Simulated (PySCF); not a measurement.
# O (oxygen, neutral) across methods

[He] 2s1 2p5, high-spin 3P determinant (an excited configuration). Computed with PySCF 2.14 in aug-cc-pwCVQZ (9s8p6d4f2g, 109 functions), with no relativity, point nucleus.

```csv
method,E (hartree),mean ε 2s α (eV),mean ε 2p α (eV),mean ε 2p β (eV),Σ⟨r²⟩ (bohr²),⟨S²⟩
BHandHLYP,-74.5023,-33.004,-15.374,-10.655,12.05,2.017
UHF,-74.19830,-40.168,-19.850,-12.139,12.11,2.042
PBE0,-74.4655,-29.558,-13.144,-9.213,12.09,2.012
LDA,-74.0049,-25.675,-10.971,-7.870,12.29,2.009
revPBE,-74.5413,-25.984,-10.800,-7.758,12.24,2.009
PBE,-74.4814,-25.938,-10.838,-7.801,12.25,2.008
TPSS,-74.5564,-26.655,-11.017,-7.814,12.14,2.009
r2SCAN,-74.5059,-27.786,-11.602,-7.911,12.07,2.015
```
